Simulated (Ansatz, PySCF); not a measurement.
C3H8BrInO, SMILES CC[O][In]([CH3])[Br].

Coordinates come from a PBE-D3(BJ)/def2-SVP optimisation. The def2 effective core potentials stand for the cores of In; spin–orbit coupling is left out. The values are those of a single conformer.

Vertical ionisation energy (IE) and electron affinity (EA) in eV. Rows of orbital energies are one-electron estimates. Where ΔSCF, EOM or ADC give a negative EA the extra electron is unbound and the value depends on the basis.

```
level                                                                  IE    EA
-------------------------------------------------------------------  ----  ----
−ε(HOMO), −ε(LUMO), r2SCAN/def2-TZVP (PySCF)                         6.38  2.20
ΔSCF, PBE0/def2-SVPD (Ansatz), final states of multiplicity 2 and 2     ?     ?
```

Question: Complete the blanks. (The exact figures need the calculation; the answer reports its results.)

Answer: 
- ΔSCF, PBE0/def2-SVPD (Ansatz, an electronic-structure program), final states of multiplicity 2 and 2, IE: 9.32
- ΔSCF, PBE0/def2-SVPD (Ansatz), final states of multiplicity 2 and 2, EA: 0.22

Question: What vertical singlet–triplet gap does ΔSCF give with PBE0/def2-SVPD (Ansatz)? (An estimate is asked for; the answer gives what the named calculation found.)

Answer: 4.30 eV (triplet above singlet where positive).
